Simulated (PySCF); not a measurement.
BCl2, SMILES Cl[B+]Cl, charge +1. Atoms are numbered in the order given.

```xyz
3

B      0.0000     0.0000     0.0000
Cl     0.0000     0.0000    -1.6135
Cl     0.0000     0.0000     1.6135
```
Charge +1, spin multiplicity 1.

Geometry: B3LYP-D3(BJ)/def2-TZVP.

Calculation: PBE/pcSseg-2 in PySCF.

GIAO shieldings, no solvent; atoms alike by connectivity are averaged. δ = σ(ref) − σ: ¹¹B against BF3 (σ = 83.1 ppm); ³⁵Cl against HCl (σ = 936.5 ppm), references at their B3LYP-D3(BJ)/def2-TZVP geometries, non-relativistic (without spin–orbit terms, shifts of atoms bonded to Cl or Br come out too high).

### Question
Estimate the chemical shifts. (Estimate from the structure and the level; the computed values follow.)

### Answer

```json
[
 {"nucleus": "¹¹B", "atoms": "B1", "count": "1", "δ (ppm)": "27.0"},
 {"nucleus": "³⁵Cl", "atoms": "Cl2, Cl3", "count": "2", "δ (ppm)": "192.0"}
]
```
